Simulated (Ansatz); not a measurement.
Ansatz (a first-principles code) input (CCSD(T)/cc-pV(T+d)Z):
A basis named .json is the Basis Set Exchange file of that set.

Ansatz 0.2 input:
```yaml
crystal:
  periodic: [false, false, false]
  atoms:
    - {symbol: P, position_ang: [-1.02027206, -0.47127800, -0.05348212]}
    - {symbol: P, position_ang: [1.02027508, 0.47110689, 0.05491295]}
    - {symbol: H, position_ang: [-1.51764144, 0.25666815, 1.06041507]}
    - {symbol: H, position_ang: [-1.51478581, 0.48948324, -0.97567300]}
    - {symbol: H, position_ang: [1.52191029, -0.49872576, 0.96366793]}
    - {symbol: H, position_ang: [1.51047169, -0.24485897, -1.06987245]}
basis:
  gaussian:
    orbitals: cc-pV_T+d_Z.json
magnetization: {spin_polarized: false}
correlation: {method: ccsd_t, electrons: outside_noble_gas}
```

Output:

```
Functional definition: HF
integrals: 0.25 GiB planned
771 factors; integrals over basis functions are off by at most 5.5e-4 eV
mean field: 0.36 GiB planned
mean field evaluation 1: about -18606.7408 eV, gradient 1.2e1 eV
mean field evaluation 2: about -18606.9841 eV, gradient 1.2e1 eV
mean field evaluation 4: about -18607.9362 eV, gradient 1.3e0 eV
mean field evaluation 8: about -18607.9478 eV, gradient 5.1e-5 eV
mean field evaluation 16: about -18607.6446 eV, gradient 1.0e0 eV
mean field -18607.94775697 eV, -683.8294671487 hartree, gradient 4.5e-6 eV, S^2 0.000000; 0 other end points of the search recorded, 0 dependent functions left out
10 core orbitals not correlated
reference -18607.94775697 eV, -683.8294671487 hartree; 7, 7 occupied and 117, 117 virtual orbitals, 771 factors
second order -8.69144569 eV of doubles, -0.00000000 eV of singles
coupled cluster: 0.54 GiB planned
cycle   1  -9.53133186 eV  change   -8.4e-1 eV  update   7.8e-2
cycle   2  -9.87115331 eV  change   -3.4e-1 eV  update   2.6e-2
cycle   3  -9.90245455 eV  change   -3.1e-2 eV  update   8.8e-3
cycle   4  -9.89968946 eV  change    2.8e-3 eV  update   3.0e-3
cycle   5  -9.89871174 eV  change    9.8e-4 eV  update   9.8e-4
cycle   6  -9.89858074 eV  change    1.3e-4 eV  update   3.6e-4
cycle   7  -9.89864389 eV  change   -6.3e-5 eV  update   1.2e-4
cycle   8  -9.89865496 eV  change   -1.1e-5 eV  update   3.4e-5
cycle   9  -9.89864498 eV  change    1.0e-5 eV  update   1.1e-5
perturbative correction -0.42353757 eV, -0.0155647187 hartree
Total energy: -18618.26993953 eV, -684.2088003610 hartree
```
